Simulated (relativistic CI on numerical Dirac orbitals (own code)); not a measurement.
# Nb2+: calculation against measurement

Computed by Dirac-Coulomb-Breit CI, separate exchange-only KLI orbitals for each configuration, QED by a radiative potential, valence Slater integrals scaled by 0.85, P86 correlation energy added to each configuration (own radial code, finite nucleus).

CI space (outside the closed core [Kr]): 4d3, 4d2.5s, 4d2.5p, 4d.5s2, 4d2.4f, 4d.5s.5p, 4d2.5d, 4d2.6s, 4d2.6p, 4d.4f2, 4d2.7s, 4d2.6d, 4d2.7p, 4d.5p2, 4d2.5f, 4d2.5g, 4d2.7d, 4d.5s.6s, 4d2.6f, 4d.4f.5s, 4d.5p.6s. Levels of other configurations are missing.

| Configuration | Term (tabulated) | J | Measured (cm⁻¹) | Computed | Error | Purity (%) |
| --- | --- | --- | --- | --- | --- | --- |
| 4d3 | 4F | 3/2 | 0.0 | 0 | 0 | 99 |
| 4d3 | 4F | 5/2 | 515.8 | 446 | -70 | 100 |
| 4d3 | 4F | 7/2 | 1176.6 | 1028 | -149 | 100 |
| 4d3 | 4F | 9/2 | 1939.0 | 1715 | -224 | 99 |
| 4d3 | 4P | 3/2 | 8607.5 | 9348 | 740 | 81 |
| 4d3 | 4P | 1/2 | 8664.3 | 9350 | 685 | 91 |
| 4d3 | 2G | 7/2 | 9236.1 | 9913 | 677 | 99 |
| 4d3 | 4P | 5/2 | 9593.7 | 10162 | 568 | 99 |
| 4d3 | 2G | 9/2 | 9804.5 | 10438 | 634 | 92 |
| 4d3 | 2H | 9/2 | 12916.4 | 13577 | 661 | 93 |
| 4d3 | 2D | 5/2 | 13094.0 | 13965 | 871 | 96 |
| 4d3 | 2H | 11/2 | 13263.8 | 13923 | 659 | 100 |
| 4d3 | 2F | 7/2 | 19861.0 | 21188 | 1327 | 94 |
| 4d3 | 2F | 5/2 | 19975.0 | 21303 | 1328 | 92 |
| 4d2.5s | 4F | 3/2 | 25220.2 | 28053 | 2833 | 99 |
| 4d2.5s | 4F | 9/2 | 27373.5 | 30023 | 2650 | 100 |
| 4d2.5s | 2F | 5/2 | 33658.0 | 37048 | 3390 | 85 |
| 4d2.5s | 4P | 1/2 | 34514.5 | 37894 | 3380 | 100 |
| 4d2.5s | 4P | 3/2 | 34807.2 | 38157 | 3349 | 97 |
| 4d2.5s | 2F | 7/2 | 35079.2 | 38360 | 3280 | 92 |
| 4d2.5s | 2D | 3/2 | 36535.7 | 40047 | 3511 | 92 |
| 4d2.5s | 2G | 9/2 | 40875.2 | 44261 | 3386 | 99 |
| 4d2.5s | 2G | 7/2 | 40943.9 | 44324 | 3380 | 98 |

Measured levels from measured levels as listed in Shadmi, J. Res. Natl. Bur. Stand. 70A, 435 (1966); pairs were made by configuration, J and term (by order where the table uses no LS term), so strongly mixed levels may be paired wrongly.

Mean error by configuration (cm⁻¹): 4d3 593; 4d2.5s 3240. Over the excited levels the mean absolute error is 1716 cm⁻¹ (22 of the 24 excited levels that our extract of the source holds in range could be paired, and the others can miss by more), and the median relative error of those above 1,000 cm⁻¹ is 8.3 %. Some levels of the ground configuration have no partner.
